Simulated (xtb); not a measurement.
C₄H₁₀O, charge +1, doublet, from a rough starting geometry (a state made from the parent by changing its charge; the spin is typed, not shown lowest); xtb with GFN2-xTB.

Input for xtb:
```
$ xtb mol.xyz --gfn 2 --chrg 1 --uhf 1 --opt vtight --json

# file mol.xyz
15

C      2.32542115     0.30966750    -0.07768393
C      0.85374489     0.56132900     0.08324371
O      0.19437460    -0.60575426     0.47052108
C     -1.20526612    -0.45832632     0.68869712
C     -2.00276340    -0.48261146    -0.64203413
H      2.76542030    -0.05615053     0.84793199
H      2.47194490    -0.52902037    -0.85486987
H      2.87823633     1.20854501    -0.39662578
H      0.70911225     1.41390915     0.84541826
H      0.43563726     0.91872302    -0.93864388
H     -1.40320801     0.48435315     1.27592915
H     -1.44270740    -1.31538613     1.33357834
H     -3.04520464    -0.51756578    -0.38287217
H     -1.76315551    -1.36867614    -1.22404513
H     -1.78476512     0.43485239    -1.21760128
```

Output, abridged:

```
   ID    Z sym.   atoms
    1    6 C      1, 2, 4, 5
    2    8 O      3
    3    1 H      6-15

           -------------------------------------------------
          |                Calculation Setup                |
           -------------------------------------------------

           -------------------------------------------------
          |                 G F N 2 - x T B                 |
           -------------------------------------------------

          ...................................................
          :                      SETUP                      :
          :.................................................:
          :  # basis functions                  30          :
          :  # atomic orbitals                  30          :
          :  # shells                           20          :
          :  # electrons                        31          :
          :  max. iterations                   250          :
          :  Hamiltonian                  GFN2-xTB          :
          :  restarted?                      false          :
          :  GBSA solvation                  false          :
          :  PC potential                    false          :
          :  electronic temp.          300.0000000     K    :
          :  accuracy                    1.0000000          :
          :  -> integral cutoff          0.2500000E+02      :
          :  -> integral neglect         0.1000000E-07      :
          :  -> SCF convergence          0.1000000E-05 Eh   :
          :  -> wf. convergence          0.1000000E-03 e    :
          :  Broyden damping             0.4000000          :
          :  net charge                          1          :
          :  unpaired electrons                  1          :
          ...................................................

 iter      E             dE          RMSdq      gap      omega  full diag
   1    -17.3572438 -0.173572E+02  0.321E+00   11.38       0.0  T
   2    -17.3871517 -0.299079E-01  0.213E+00   11.13       1.0  T
   3    -17.3861900  0.961620E-03  0.101E+00   11.28       1.0  T
   4    -17.3855607  0.629341E-03  0.615E-01   11.19       1.0  T
   5    -17.3913533 -0.579265E-02  0.158E-01   11.25       1.0  T
   6    -17.3916135 -0.260194E-03  0.760E-02   11.25       1.0  T
   7    -17.3916386 -0.250636E-04  0.381E-02   11.26       1.0  T
   8    -17.3916454 -0.683480E-05  0.941E-03   11.26       2.7  T
   9    -17.3916459 -0.510004E-06  0.243E-03   11.26      10.6  T
  10    -17.3916460 -0.429110E-07  0.852E-04   11.26      30.3  T
  11    -17.3916460 -0.271407E-08  0.223E-04   11.26     115.7  T

   *** convergence criteria satisfied after 11 iterations ***

         :::::::::::::::::::::::::::::::::::::::::::::::::::::
         ::                     SUMMARY                     ::
         :::::::::::::::::::::::::::::::::::::::::::::::::::::
         :: total energy             -17.206491619325 Eh    ::
         :: gradient norm              0.071970847304 Eh/a0 ::
         :: HOMO-LUMO gap             11.257001008717 eV    ::
         ::.................................................::
         :: SCC energy               -17.391637418823 Eh    ::
         :: -> isotropic ES            0.097318519271 Eh    ::
         :: -> anisotropic ES         -0.008597796291 Eh    ::
         :: -> anisotropic XC          0.010521282276 Eh    ::
         :: -> dispersion             -0.005546279351 Eh    ::
         :: repulsion energy           0.185145799498 Eh    ::
         :: add. restraining           0.000000000000 Eh    ::
         :: total charge               1.000000000895 e     ::
         :::::::::::::::::::::::::::::::::::::::::::::::::::::

      -----------------------------------------------------------
     |                   =====================                   |
     |                        A N C O P T                        |
     |                   =====================                   |
[...]
 * total energy  :   -17.2185251 Eh     change       -0.2507317E-04 Eh
 * total energy  :   -17.2185482 Eh     change       -0.2309776E-04 Eh
 * total energy  :   -17.2185615 Eh     change       -0.1334484E-04 Eh
 * total energy  :   -17.2185704 Eh     change       -0.8842948E-05 Eh
 * total energy  :   -17.2185814 Eh     change       -0.1099969E-04 Eh
 * total energy  :   -17.2185885 Eh     change       -0.7136686E-05 Eh
 * total energy  :   -17.2185929 Eh     change       -0.4390372E-05 Eh
 * total energy  :   -17.2185997 Eh     change       -0.6794162E-05 Eh
 * total energy  :   -17.2186019 Eh     change       -0.2238334E-05 Eh
 * total energy  :   -17.2186026 Eh     change       -0.6527997E-06 Eh
 * total energy  :   -17.2186027 Eh     change       -0.1153648E-06 Eh
 * total energy  :   -17.2186027 Eh     change       -0.2304870E-07 Eh
   *** GEOMETRY OPTIMIZATION CONVERGED AFTER 28 ITERATIONS ***
         :: total energy             -17.218602705278 Eh    ::
[...]
        24                          0.0051479               0.1401
        25                          0.0110479               0.3006
        26                          0.0155948               0.4244
        27                          0.0687666               1.8712
       ...                                ...                  ...
        30                          0.1315791               3.5804
      -------------------------------------------------------------
                  HL-Gap            0.4120167 Eh           11.2115 eV
             Fermi-level           -0.5045245 Eh          -13.7288 eV

     #   Z          covCN         q      C6AA      α(0)
     1   6 C        3.750    -0.133    23.124     6.858
     2   6 C        3.686     0.071    19.583     6.335
     3   8 O        1.705    -0.134    16.335     5.457
     4   6 C        3.686     0.071    19.582     6.335
     5   6 C        3.750    -0.133    23.126     6.858
     6   1 H        0.924     0.125     1.572     1.960
     7   1 H        0.925     0.121     1.607     1.982
     8   1 H        0.925     0.107     1.725     2.054
     9   1 H        0.923     0.105     1.738     2.062
    10   1 H        0.921     0.171     1.257     1.753
    11   1 H        0.923     0.106     1.734     2.060
    12   1 H        0.921     0.171     1.257     1.753
    13   1 H        0.925     0.107     1.725     2.054
    14   1 H        0.925     0.121     1.607     1.982
    15   1 H        0.924     0.125     1.570     1.959

 Mol. C6AA /au·bohr⁶  :       1223.757633
 Mol. C8AA /au·bohr⁸  :      25858.673864
 Mol. α(0) /au        :         51.462618

Wiberg/Mayer (AO) data.
largest (>0.10) Wiberg bond orders for each atom

 ---------------------------------------------------------------------------
     #   Z sym  total        # sym  WBO       # sym  WBO       # sym  WBO
 ---------------------------------------------------------------------------
     1   6 C    3.964 --     2 C    1.005     8 H    0.973     7 H    0.949
                             6 H    0.918
     2   6 C    3.918 --     3 O    1.061     1 C    1.005     9 H    0.923
                            10 H    0.824
     3   8 O    2.404 --     4 C    1.061     2 C    1.061
     4   6 C    3.918 --     3 O    1.061     5 C    1.006    11 H    0.922
                            12 H    0.824
     5   6 C    3.964 --     4 C    1.006    13 H    0.973    14 H    0.949
                            15 H    0.918
     6   1 H    0.980 --     1 C    0.918
     7   1 H    0.985 --     1 C    0.949
     8   1 H    0.988 --     1 C    0.973
     9   1 H    0.988 --     2 C    0.923
    10   1 H    0.958 --     2 C    0.824
    11   1 H    0.988 --     4 C    0.922
    12   1 H    0.958 --     4 C    0.824
    13   1 H    0.988 --     5 C    0.973
    14   1 H    0.985 --     5 C    0.949
    15   1 H    0.980 --     5 C    0.918
 ---------------------------------------------------------------------------

Topologies differ in total number of bonds
Writing topology from bond orders to xtbtopo.mol

molecular dipole:
                 x           y           z       tot (Debye)
 q only:       -0.089       0.287       0.269
   full:       -0.132       0.427       0.413       1.546
molecular quadrupole (traceless):
                xx          xy          yy          xz          yz          zz
 q only:       11.180       5.185      -4.816       0.238      -0.251      -6.364
  q+dip:        8.131       4.273      -3.360      -0.102      -0.900      -4.771
   full:        8.991       4.528      -3.774       0.061      -0.931      -5.217

optimized geometry written to: xtbopt.xyz

           -------------------------------------------------
          | TOTAL ENERGY              -17.218602705278 Eh   |
          | GRADIENT NORM               0.000028550732 Eh/α |
          | HOMO-LUMO GAP              11.211543774090 eV   |
           -------------------------------------------------

normal termination of xtb
```
